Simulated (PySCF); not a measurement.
What went wrong, or what changed?

The sound run of Er(OH)3(NH3) (singlet in the valence; each metal's 4f electrons, 11 of them, lie in its core potential, out of spins and levels) uses PySCF 2.14.0, RKS PBE0, Er lcecp-1-SVP with ECP57, O def2-SVP, H def2-SVP, N def2-SVP; non-relativistic Hamiltonian with scalar-relativistic core potentials where named; density fitting; no spin-orbit coupling, grid (50, 194), threshold 1e-8 and 55 cycles at the relaxed geometry. This run, with dm0 from free metal ions and neutral atoms, differs:

```python
mol = gto.M(atom='''
Er     0.15011    -0.19750     0.24649
O      1.16203     1.30147     1.19298
H      1.68074     1.93109     1.68810
O     -1.39928    -1.09519     1.22682
H     -2.05001    -1.56178     1.74663
O      1.10238    -1.23119    -1.23444
H      1.60283    -1.75644    -1.85433
N     -1.22198     1.24578    -1.22503
H     -1.81656     1.87750    -0.68753
H     -0.64399     1.82455    -1.83536
H     -1.83585     0.69551    -1.82660''',
    basis={'Er': 'lcecp-1-SVP', 'O': 'def2-SVP', 'H': 'def2-SVP', 'N': 'def2-SVP'},
    ecp={'Er': 'lcecp-1-SVP'},
    charge=0, spin=0)
mf = dft.RKS(mol, xc='PBE0')
mf.grids.atom_grid = (10, 14)  # f atoms: unpruned
mf = mf.density_fit()  # fitting sets: Er AutoAux, O def2-universal-JKFIT, H def2-universal-JKFIT, N def2-universal-JKFIT
mf.conv_tol = 1e-08; mf.max_cycle = 55
mf.kernel(dm0)
mf.nuc_grad_method().kernel()
```

Question: What was changed, and how did it end?

Answer: The integration grid was changed. It converged in 10 cycles, -13.279 eV from the sound run, largest force component 13.03 eV/Å. These settings are unsound on purpose: the numbers aren't the compound's.
```
init E= -326.351398361035
cycle= 1 E= -322.311288433578  delta_E= 4.04  |g|= 0.831  |ddm|= 3.15
cycle= 2 E= -322.114348930028  delta_E= 0.197  |g|= 1.34  |ddm|= 1.74
cycle= 3 E= -322.458834825603  delta_E= -0.344  |g|= 0.149  |ddm|= 1.05
cycle= 4 E= -322.463749974179  delta_E= -0.00492  |g|= 0.0319  |ddm|= 0.158
cycle= 5 E= -322.4639462919  delta_E= -0.000196  |g|= 0.0138  |ddm|= 0.0365
...
cycle= 8 E= -322.463984529774  delta_E= -3.63e-07  |g|= 0.000245  |ddm|= 0.00109
cycle= 9 E= -322.463984544339  delta_E= -1.46e-08  |g|= 2.5e-05  |ddm|= 0.000265
cycle= 10 E= -322.463984544319  delta_E= 2.05e-11  |g|= 2.88e-05  |ddm|= 3.81e-05
Extra cycle  E= -322.463984543929  delta_E= 3.9e-10  |g|= 5.32e-05  |ddm|= 5.62e-05
converged SCF energy = -322.463984543929
```

Run from Python with OMP_NUM_THREADS=2; the lines above give its settings. Where DIIS fails, smearing, a level shift and second-order steps follow.
It took 4 s on 2 threads of Arm Neoverse V1 (shared host).

An lcecp potential fixes the number of 4f electrons, so in runs with it no electron can move into or out of that shell.
